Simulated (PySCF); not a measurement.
PySCF job for W(NH)(S)(Cl)(Me) (CH₄ClNSW), SMILES [CH3][W]([Cl])(=[NH])=[S], multiplicity 1, PBE0-D3(BJ)/def2-SVP. The structure is a stationary point at PBE0-D3(BJ)/def2-SVP. The spin state was assumed, not searched. The structure was generated by enumeration; whether it is a known compound was not checked. The def2 effective core potentials stand for the cores of W; spin–orbit coupling is left out.

```python
import numpy as np
from pyscf import gto, scf, dft, df
from pyscf.hessian import thermo

mol = gto.M(
    atom='''
    W    -0.06421047   -0.12805311   -0.04384418
    N    -0.39885622   -1.19911038   -1.36449530
    H    -0.17714258   -1.86144098   -2.10301800
    S     1.98601007   -0.29276448    0.51036565
    Cl   -0.78882564    2.00262539   -0.46573147
    C    -1.11538344   -1.02113075    1.53474255
    H    -0.82279174   -2.06586372    1.71510374
    H    -2.18795470   -0.99924168    1.27242680
    H    -0.94236772   -0.43736594    2.45455303
    ''',
    basis='def2-SVP',
    ecp={'W': 'def2-svp'},
    charge=0,
    spin=0,
    max_memory=1600,
    verbose=3,
)
mf = dft.RKS(mol, xc='pbe0').density_fit(auxbasis='def2-universal-jkfit')
mf.disp = 'd3bj'
mf.grids.level = 3
mf.conv_tol = 1e-11
mf.max_cycle = 100
mf.kernel()

# [left out here: the lines that compute and print the analytic Hessian (its translational invariance restored by hand, since the grid's response is missing), thermochemistry and intensities]
```

Program output:

```
converged SCF energy = -1020.1359280288

WARN: DFTD3 does not support analytical Hessian, using finite difference


WARN: Mole.unit (angstrom) is changed to Bohr

Mode                                 0                   1                   2
Irrep
Freq [cm^-1]                      116.0513            139.4922            173.7477
Reduced mass [au]                   9.4969              8.2984              2.9582
Force const [Dyne/A]                0.0754              0.0951              0.0526
Char temp [K]                     166.9719            200.6982            249.9843
Normal mode                   x     y     z       x     y     z       x     y     z
       0   W                -0.02 -0.01  0.02    0.01  0.02  0.02   -0.01  0.01 -0.02
       1   N                 0.01  0.02 -0.02   -0.01  0.08 -0.01   -0.00 -0.03  0.01
       2   H                 0.05  0.07 -0.06   -0.01  0.10 -0.03   -0.02 -0.07  0.04
       3   S                -0.00  0.08 -0.04    0.01 -0.08 -0.02   -0.04 -0.04  0.06
       4  Cl                 0.10  0.02 -0.04   -0.05 -0.02 -0.08    0.01  0.03 -0.01
       5   C                 0.02 -0.10 -0.00    0.01 -0.09 -0.03    0.15 -0.06  0.05
       6   H                 0.08 -0.10 -0.06   -0.00 -0.12 -0.15    0.38  0.01  0.10
       7   H                 0.02 -0.15  0.01    0.00 -0.06 -0.02    0.13 -0.30  0.13
       8   H                -0.00 -0.14  0.03    0.02 -0.19  0.03    0.11  0.02  0.01
Mode                                 3                   4                   5
Irrep
Freq [cm^-1]                      190.9561            227.8699            250.5386
Reduced mass [au]                   1.1268              3.2972              3.9404
Force const [Dyne/A]                0.0242              0.1009              0.1457
Char temp [K]                     274.7433            327.8540            360.4693
Normal mode                   x     y     z       x     y     z       x     y     z
       0   W                 0.00 -0.00  0.01    0.00  0.01 -0.00    0.01 -0.00 -0.01
       1   N                 0.01  0.03 -0.01    0.01 -0.14  0.12   -0.19  0.03  0.02
       2   H                 0.02  0.05 -0.03    0.00 -0.27  0.24   -0.41 -0.01 -0.01
       3   S                 0.01 -0.01 -0.03    0.01 -0.01 -0.03    0.02  0.04  0.05
       4  Cl                -0.00 -0.01  0.00    0.00  0.04  0.01    0.01 -0.03 -0.00
       5   C                -0.05  0.02 -0.02   -0.04 -0.07 -0.08   -0.01 -0.03 -0.05
       6   H                 0.32  0.18  0.36   -0.01 -0.08 -0.15    0.05 -0.02 -0.06
       7   H                -0.01 -0.47 -0.22   -0.02 -0.10 -0.18   -0.00 -0.10 -0.10
       8   H                -0.44  0.35 -0.15   -0.16 -0.15 -0.01   -0.09 -0.05 -0.02
Mode                                 6                   7                   8
Irrep
Freq [cm^-1]                      397.7259            531.0253            556.5993
Reduced mass [au]                  17.1346              2.0341              3.0434
Force const [Dyne/A]                1.5969              0.3380              0.5555
Char temp [K]                     572.2390            764.0272            800.8225
Normal mode                   x     y     z       x     y     z       x     y     z
       0   W                 0.01 -0.03  0.01    0.02 -0.00  0.00   -0.01 -0.00  0.02
       1   N                -0.02  0.01 -0.01   -0.09  0.03 -0.04    0.01 -0.01  0.02
       2   H                -0.09  0.06 -0.08    0.57 -0.17  0.33   -0.08  0.10 -0.11
       3   S                 0.02  0.01  0.01   -0.09  0.01 -0.02   -0.04  0.00 -0.01
       4  Cl                -0.05  0.14 -0.03   -0.00  0.01 -0.00    0.00 -0.01 -0.00
       5   C                -0.00 -0.00  0.00    0.01 -0.00  0.01    0.14  0.07 -0.17
       6   H                -0.06 -0.01  0.08   -0.03 -0.01  0.02    0.01  0.06 -0.06
       7   H                 0.01  0.04 -0.03    0.03  0.02 -0.07    0.17  0.18 -0.30
       8   H                 0.00  0.05 -0.03   -0.05 -0.01  0.02    0.11  0.16 -0.22
Mode                                 9                  10                  11
Irrep
Freq [cm^-1]                      567.7048            623.7468            659.1127
Reduced mass [au]                   2.8018              1.2102              1.3322
Force const [Dyne/A]                0.5320              0.2774              0.3410
Char temp [K]                     816.8009            897.4328            948.3165
Normal mode                   x     y     z       x     y     z       x     y     z
       0   W                -0.02 -0.00 -0.00    0.00 -0.00  0.00    0.01 -0.01  0.01
       1   N                -0.05  0.02 -0.03   -0.03 -0.05  0.03    0.04  0.04 -0.03
       2   H                 0.46 -0.13  0.25    0.24  0.43 -0.32   -0.30 -0.37  0.24
       3   S                 0.12 -0.01  0.03   -0.01 -0.00 -0.00   -0.03  0.01 -0.02
       4  Cl                 0.00  0.00  0.00   -0.01  0.01  0.00   -0.00  0.01 -0.00
       5   C                 0.03  0.04 -0.06   -0.02  0.09  0.00   -0.05  0.06 -0.07
       6   H                 0.11  0.05 -0.11    0.32  0.10 -0.46    0.32  0.12 -0.26
       7   H                 0.01 -0.02  0.03   -0.04 -0.19  0.06   -0.15 -0.18  0.38
       8   H                 0.09  0.03 -0.07   -0.09 -0.23  0.21    0.24 -0.02 -0.07
Mode                                12                  13                  14
Irrep
Freq [cm^-1]                      728.9206           1034.0619           1205.9505
Reduced mass [au]                   1.3123              7.3198              1.2494
Force const [Dyne/A]                0.4108              4.6115              1.0705
Char temp [K]                    1048.7544           1487.7848           1735.0943
Normal mode                   x     y     z       x     y     z       x     y     z
       0   W                -0.01 -0.00  0.00   -0.00 -0.01 -0.02   -0.00 -0.00  0.00
       1   N                 0.04  0.04 -0.05    0.04  0.15  0.19   -0.00 -0.00 -0.00
       2   H                -0.22 -0.29  0.16    0.05  0.16  0.21    0.00  0.01 -0.01
       3   S                 0.01 -0.00  0.00   -0.01  0.00  0.00    0.00 -0.00  0.00
       4  Cl                -0.00  0.00 -0.00    0.00 -0.00  0.00   -0.00  0.00  0.00
       5   C                 0.06  0.07  0.07    0.01  0.01  0.00    0.07  0.06 -0.10
       6   H                 0.01 -0.00 -0.24    0.00  0.00 -0.02   -0.37 -0.00  0.36
       7   H                 0.17  0.02 -0.41    0.01 -0.01 -0.02   -0.08 -0.26  0.44
       8   H                -0.39 -0.24  0.34   -0.02 -0.02  0.02   -0.29 -0.33  0.23
Mode                                15                  16                  17
Irrep
Freq [cm^-1]                     1390.6571           1402.6146           3034.7876
Reduced mass [au]                   1.0617              1.0545              1.0336
Force const [Dyne/A]                1.2097              1.2223              5.6084
Char temp [K]                    2000.8460           2018.0501           4366.3837
Normal mode                   x     y     z       x     y     z       x     y     z
       0   W                -0.00  0.00 -0.00   -0.00 -0.00 -0.00    0.00 -0.00 -0.00
       1   N                 0.00 -0.00  0.00    0.00  0.00  0.00   -0.00  0.00  0.00
       2   H                 0.00  0.00 -0.00    0.00  0.00  0.00   -0.00  0.00  0.00
       3   S                 0.00 -0.00 -0.00    0.00 -0.00  0.00   -0.00 -0.00  0.00
       4  Cl                 0.00 -0.00 -0.00    0.00  0.00  0.00   -0.00 -0.00  0.00
       5   C                -0.04  0.05  0.01   -0.04 -0.02 -0.04    0.03  0.01 -0.03
       6   H                -0.21  0.02  0.19    0.48  0.22  0.48    0.13 -0.40  0.06
       7   H                 0.07 -0.50 -0.42   -0.00  0.44 -0.11   -0.64  0.01 -0.17
       8   H                 0.60 -0.25  0.08    0.09 -0.43  0.21    0.10  0.31  0.48
Mode                                18                  19                  20
Irrep
Freq [cm^-1]                     3143.4386           3173.8796           3651.4814
Reduced mass [au]                   1.1034              1.1010              1.0844
Force const [Dyne/A]                6.4239              6.5347              8.5185
Char temp [K]                    4522.7082           4566.5061           5253.6687
Normal mode                   x     y     z       x     y     z       x     y     z
       0   W                -0.00 -0.00 -0.00    0.00 -0.00 -0.00    0.00  0.00  0.00
       1   N                 0.00 -0.00  0.00   -0.00  0.00 -0.00    0.01 -0.05 -0.05
       2   H                 0.00  0.00  0.00    0.00  0.00 -0.00   -0.20  0.62  0.70
       3   S                 0.00  0.00  0.00    0.00  0.00  0.00    0.00 -0.00  0.00
       4  Cl                 0.00  0.00  0.00    0.00 -0.00 -0.00   -0.00  0.00 -0.00
       5   C                -0.06 -0.02 -0.06    0.03 -0.08 -0.01   -0.00 -0.00  0.00
       6   H                 0.03 -0.15  0.01   -0.23  0.80 -0.14   -0.00  0.00  0.00
       7   H                 0.65 -0.01  0.15   -0.18 -0.01 -0.04    0.00 -0.00  0.00
       8   H                 0.09  0.35  0.55    0.07  0.19  0.33   -0.00 -0.00 -0.00
temperature 298.1500 [K]
pressure 101325.00 [Pa]
Rotational constants [GHz] 2.45455 1.60050 1.34858
Symmetry number 1
Zero-point energy (ZPE) 0.05285 [Eh]   138768.985 [J/mol]
                           tot       elec      trans        rot        vib
Entropy [J/mol/K]       373.658      0.000    179.083    119.231     75.344
Cv [J/mol/K]            106.294      0.000     12.472     12.472     81.351
Cp [J/mol/K]            114.609      0.000     20.786     12.472     81.351
Internal energy [J/mol]                      3718.434   3718.434 151552.467
Internal energy [Eh]   -1020.07537  -1020.13593
Enthalpy [J/mol]                             6197.391   3718.434 151552.467
Enthalpy [Eh]          -1020.07443
Gibbs free energy [J/mol]                  -47196.317 -31830.218 129088.631
Gibbs free energy [Eh] -1020.11686
static polarisability / bohr^3: [[91.036 -1.751  4.42 ]
 [-1.754 78.689 -1.314]
 [ 4.418 -1.312 75.455]]
largest difference of analytic and finite-field dipole derivatives / e: 0.0014638638120334502
mode   freq/cm-1   IR/(km/mol)   Raman/(A^4/amu)   depolarisation
   1      116.05         0.375             2.982            0.737
   2      139.49         0.107             2.909            0.750
   3      173.75         1.964             3.515            0.725
   4      190.96         0.164             0.415            0.734
   5      227.87         4.267             5.380            0.749
   6      250.54         7.692             6.366            0.706
   7      397.73        34.567             4.205            0.080
   8      531.03       221.107             7.750            0.290
   9      556.60        20.803            12.119            0.094
  10      567.70        18.204             9.571            0.302
  11      623.75        40.381             3.461            0.699
  12      659.11        37.058             4.546            0.324
  13      728.92        31.225             1.244            0.724
  14     1034.06        91.596            35.218            0.126
  15     1205.95         3.982             0.138            0.712
  16     1390.66        16.333            16.739            0.725
  17     1402.61        14.324            15.111            0.718
  18     3034.79         4.235           178.445            0.040
  19     3143.44         0.041            75.417            0.748
  20     3173.88         0.713            71.197            0.689
  21     3651.48       216.264           168.456            0.347
max |gradient| / (hartree/bohr): 4.9410212859307386e-05
APT charges: [ 1.5443 -0.791   0.3519 -0.4789 -0.4748 -0.255   0.0632  0.0227  0.0176]
```

The run converged.
